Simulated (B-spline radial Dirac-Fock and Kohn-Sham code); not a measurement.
**Core-level shifts of nitrogen with charge state**

Model: ΔSCF Dirac-Fock with Breit, self-energy and vacuum polarisation, finite nucleus, configuration average. Program: an atomic code on a B-spline grid. Each ion is free and in its tabulated ground configuration. Correlation and solid-state effects are left out.

Reference: N, [He] 2s2 2p3, with 1s 411.9 eV. Shifts from it, in eV (a dash: the subshell is empty, belongs to an open shell averaged over j, or its hole state is left out as unreliable):

```
ion  configuration      1s
 N⁺   [He] 2s2 2p2   +20.7
N²⁺   [He] 2s2 2p1   +46.2
N³⁺       [He] 2s2   +76.5
N⁴⁺       [He] 2s1       –
N⁵⁺            1s2  +138.9
N⁶⁺            1s1  +255.2
```

Values without a named source are computed, but for edge energies of neutral atoms, which are taken from tables.
